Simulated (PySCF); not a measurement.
# What a mistake does to a calculation on BH5NSi2

All numbers below are calculated, not measured. They come from PySCF 2.14.0, an open-source quantum chemistry program, on an isolated molecule that a program drew, which may never have been made. The molecule is BH5NSi2 (charge 0, doublet), drawn as the SMILES string `N=B[SiH2][SiH2]`.

Each row is a Hartree-Fock (HF) and frozen-core CCSD(T) single point in the cc-pV(D+d)Z basis, meant for a local HF minimum. Run 1 is clean. Each other run has one planted mistake out of seven kinds, and not every kind appears here: one electron removed, one electron added, multiplicity raised by two, geometry at a saddle point, minimal basis STO-3G, one bond length entered in bohr, all coordinates scaled. The reference is restricted for singlets and unrestricted otherwise, and also for a bond in bohr. Adding or removing an electron swaps singlet and doublet. Electrons count all cores. HOMO and LUMO are orbital energies over both spins, the gradient is its largest component, and the lowest frequency (negative if imaginary) is given only where the gradient is small. Bond lengths are over the 8 bonds as drawn. T1 is the CCSD diagnostic: over 0.02 (restricted) or 0.045 (unrestricted) a single reference is doubtful.

Geometry of the clean run:
```xyz
9
BH5NSi2, angstrom
N     1.2063   -1.6749   -0.5606
B     0.7511   -0.8528    0.2313
Si    0.0090    0.4586    1.5574
Si   -0.2849   -0.5157    3.6856
H     1.5713   -2.3295   -1.2004
H     0.9429    1.6025    1.6721
H    -1.2981    0.9499    1.0638
H    -1.2644   -1.6289    3.6800
H     0.9894   -0.9700    4.2927
```

```
run,electrons,basis functions,<S^2>,HOMO (eV),LUMO (eV),gradient (hartree/bohr),lowest frequency (cm^-1),mean bond (Å),longest bond (Å),T1,HF (hartree),CCSD(T) (hartree),mistake
1,45,99,0.758,-8.91,0.89,3.5e-05,96,1.5635,2.359,0.0171,-659.89362,-660.38770,no fault
2,45,99,0.757,-8.99,0.76,3.6e-02,-,1.6214,2.446,0.0183,-659.88200,-660.38248,all coordinates scaled
3,45,33,0.754,-6.11,6.22,6.6e-02,-,1.5635,2.359,0.0159,-652.19168,-652.42807,minimal basis STO-3G
4,46,99,0.000,-1.00,7.76,3.8e-02,-,1.5635,2.359,0.0164,-659.89259,-660.41623,one electron added
5,45,99,1.578,-9.04,0.84,1.6e-02,-,1.7868,3.793,0.0460,-659.78988,-660.26702,?
```

**Which mistake was planted in run 5, and what did it cost?**

The mean bond changes by a factor of 1.143 and the longest by 1.608, so the molecule wasn't scaled as a whole. A length L in bohr read as angstrom grows by (1/0.5292 - 1) L = 0.890 L. The 8 bonds together grew by 8 x 0.2233 = 1.786 Å, which gives L = 2.008 Å. That is bond B2-Si3, 2.007 Å in the clean geometry. So the mistake is: one bond length entered in bohr. Subtracting run 1 and multiplying by 627.51 kcal/mol a hartree, the energy moved by 65.1 kcal/mol in HF and 75.7 kcal/mol in CCSD(T).

Cautions from the logs. Run 5: T1 is over the limit, so its CCSD(T) energy is less reliable.
